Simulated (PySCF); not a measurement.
# Pb2OF2: from a saddle point downhill

PySCF 2.14.0, RKS BP86, Pb def2-SVP with ECP60, O def2-SVP, F def2-SVP; non-relativistic Hamiltonian with scalar-relativistic core potentials where named; density fitting; no spin-orbit coupling. Relaxed within the symmetry of its start, the geometry (D∞h) is

```xyz
5

Pb    0.0000    0.0000    2.2188
Pb    0.0000    0.0000   -2.2188
O     0.0000    0.0000    0.0000
F     0.0000    0.0000    4.4047
F     0.0000    0.0000   -4.4047
```

and its lowest harmonic modes are -232, -232, -124, -124, -41, -41 cm⁻¹ (negative: unstable). It was moved along the lowest mode and relaxed again, within the group C2v that the move left.

Question: Where does it end, and how much lower?

Answer: In C2v, 2.308 eV lower, after 33 steps:
```xyz
5

Pb    0.6332    0.0111    2.0396
Pb    0.6332    0.0111   -2.0396
O     1.2012    0.0211    0.0000
F    -1.4449   -0.0254    1.8633
F    -1.4449   -0.0254   -1.8633
```

Question: How do the contacts change?

Answer: 
| contact | saddle (Å) | end (Å) |
| --- | --- | --- |
| Pb1–O3 (O) | 2.219 | 2.117 |
| Pb1–F4 (F) | 2.186 | 2.086 |
| Pb2–F5 (F) | 2.186 | 2.086 |


Question: Is the end a minimum?

Answer: Probably not: 1 of the modes stay unstable (below −25 cm⁻¹), though so soft as to be near the noise; lowest modes -48, 49, 78, 101, 159, 264 cm⁻¹.

State: singlet.
